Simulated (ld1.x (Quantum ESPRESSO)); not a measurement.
# Varying the RRKJ potential for palladium

Base potential:

palladium (Pd), norm-conserving RRKJ (Kleinman–Bylander form), made with ld1.x (Quantum ESPRESSO) 7.5 (PBE, scalar-relativistic). Core [Ar] 3d10 4s2, reference 4p6 4d10 5s0 5p0. Waves: 4p (bound): rc 1.35 bohr; 4d (bound): rc 1.35 bohr; 5s (bound, empty): rc 2.45 bohr. Local part: the s channel. Core correction: a·sin(br)/r model core inside 0.65 bohr. rho0 = 0.001.

Cutoffs, loose and tight: the cutoffs (Ry, on a coarse ladder) from which the occupation-weighted sum of valence levels, in a spherical-Bessel basis at the reference potential, stays within 10 and 1 mRy of its value at 400 Ry. They do not see the model core or the augmentation charge, which bear on the density cutoff. Test errors are all-electron minus pseudo excitation energies from the reference, over the configurations 4p6 4d9 5s0 5p0; 4p6 4d8 5s0 5p0; 4p6 4d7 5s0 5p0; 4p6 4d9.5 5s0 5p0; 4p5 4d10 5s0 5p0; 4p6 4d6 5s0 5p0; 4p6 4d9 5s0 5p1. A dash means not determined; rows that change the core or the reference have their own tests.

```csv
change,outcome,"cutoff, loose","cutoff, tight",bound ghosts,largest test error (meV)
base,generated,80 Ry,140 Ry,none,-1611
core correction none,generated,80 Ry,140 Ry,none,-1522
core correction a·sin(br)/r model core inside 0.58 bohr,generated,80 Ry,140 Ry,none,-1611
core correction a·sin(br)/r model core inside 0.74 bohr,generated,80 Ry,140 Ry,none,-1614
core correction a·sin(br)/r model core inside 0.86 bohr,generated,80 Ry,140 Ry,none,-1616
core correction a·sin(br)/r model core inside 0.98 bohr,generated,80 Ry,140 Ry,none,-1615
core correction a·sin(br)/r model core inside 1.20 bohr,generated,80 Ry,140 Ry,none,-1614
core correction a·sin(br)/r model core inside 1.28 bohr,generated,80 Ry,140 Ry,none,-1612
core correction a·sin(br)/r model core inside 1.46 bohr,generated,80 Ry,140 Ry,none,-1605
core correction a·sin(br)/r model core inside 1.58 bohr,generated,80 Ry,140 Ry,none,-1598
```
